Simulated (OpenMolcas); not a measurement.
## Ni3+ in Cs2NaYCl6

Ni3+ with its 6 nearest chloride ions at 2.451 Å, on the Y site of Cs2NaYCl6 (a = 10.7396 Å, distance in the model lattice 2.619 Å). The rest of the host is ab initio model potentials to 7.6 Å, with orthogonalisation functions on the cations behind the ligands, and point charges beyond; the distance is set by hand and nothing relaxes. Ligand basis ANO-RCC-VDZP.

| Item | Value |
| --- | --- |
| Program | OpenMolcas |
| Method | CASSCF |
| Basis | ANO-RCC-VTZP [6s5p3d2f1g] |
| Scalar Hamiltonian | DKH2, point nucleus |
| Active space | 7 electrons in 5 orbitals (3d) |
| State averaging | 2S+1 = 4 even, 10 roots; 2S+1 = 2 even, 40 roots |
| Spin-orbit coupling | RASSI with atomic mean-field integrals over the reference wave functions |

The lowest spin-free states (labels of O, the rotations of Oh), above the lowest:

| State | Degeneracy | E (cm-1) |
| --- | --- | --- |
| 4T1 | 3 | 0.0 |
| 4T2 | 3 | 5626 |
| 4A2 | 1 | 13536 |
| 2E | 2 | 16858 |
| 2T2 | 3 | 18746 |
| 2T1 | 3 | 20348 |
| 4T1 | 3 | 23304 |
| 2T1 | 3 | 24303 |
| 2A1 | 1 | 25910 |
| 2T2 | 3 | 26571 |
| 2T1 | 3 | 29966 |
| 2E | 2 | 32649 |
| 2T2 | 3 | 35813 |
| 2T1 | 3 | 36337 |
| 2E | 2 | 37985 |
| 2T2 | 3 | 45122 |
| 2T1 | 3 | 47641 |
| 2A2 | 1 | 48271 |
| 2T2 | 3 | 72065 |
| 2E | 2 | 73437 |

The lowest levels with spin-orbit coupling:

```
E (cm-1)  Degeneracy  Label      2S+1               g
     0.0           2     Γ6         4  4.48 4.48 4.48
   454.7           4     Γ8         4                
    1213           4     Γ8         4                
    1371           2     Γ7         4  0.79 0.79 0.79
    6357           2     Γ6         4  2.55 2.55 2.55
    6453           4     Γ8         4                
    6577           4     Γ8         4                
    6823           2     Γ7         4  2.72 2.72 2.72
   14475           4     Γ8         4                
   17574           4     Γ8         2                
   19543           4     Γ8         2                
   20016           2     Γ7         2  1.10 1.10 1.10
   21125           4     Γ8         2                
   21633           2     Γ6         2  0.89 0.89 0.89
   23671           4     Γ8  4 (64 %)                
   23829           2     Γ7         4  2.55 2.55 2.55
   23849           4     Γ8         4                
   24394           2     Γ6  4 (74 %)  2.29 2.29 2.29
   25606           4     Γ8  2 (66 %)                
   25615           2     Γ6  2 (77 %)  1.79 1.79 1.79
```

Powder χT (cm3 K/mol): 1.9 at 2 K, 1.96 at 10 K, 2.27 at 50 K, 2.66 at 100 K, 3.25 at 200 K, 3.52 at 300 K. The effective moment at 300 K is 2.828 √(χT) = 5.31 μB.

The lowest level has 2S+1 = 4, for which the spin-only value is χT = S(S+1) / 2 = 1.875 cm3 K/mol (g = 2). The computed 3.522 at 300 K differs by +1.647, through orbital momentum, spin-orbit coupling and any other state in reach. With a threefold ground state the orbital momentum is unquenched, so the spin-only value is not expected to hold.

Metal share of the active 3d orbitals (Löwdin): 87, 87, 98, 98, 98 %; Mulliken charge of the metal 1.03.

An orbital triplet at a regular site is open to Jahn-Teller coupling, which can distort the site and quench the lowest spin-orbit gaps and is left out. Without dynamic correlation the repulsion within the d shell is too large (B by tens of per cent), so at a given field states of lower spin stand too high. CASSCF with metal d orbitals alone favours high spin, so a ground state of lower spin is not ruled out. Ligand-to-metal charge-transfer states are missing. With no ligand orbital active B as a rule stays too high, so bands that hang on it stand too high and its fall with covalency is understated. With metal d orbitals alone and no dynamic correlation the field as a rule comes out too small, by tens of per cent, by up to half for chloride and softer ligands, and with too little covalency χT stands high. No measured value stands beside these numbers; the geometry was set by hand and not optimised.

The RASSCF and RASSI steps took 37 s on 1 thread of Intel(R) Xeon(R) 6975P-C (Granite Rapids) (shared host); the integral step is not counted.
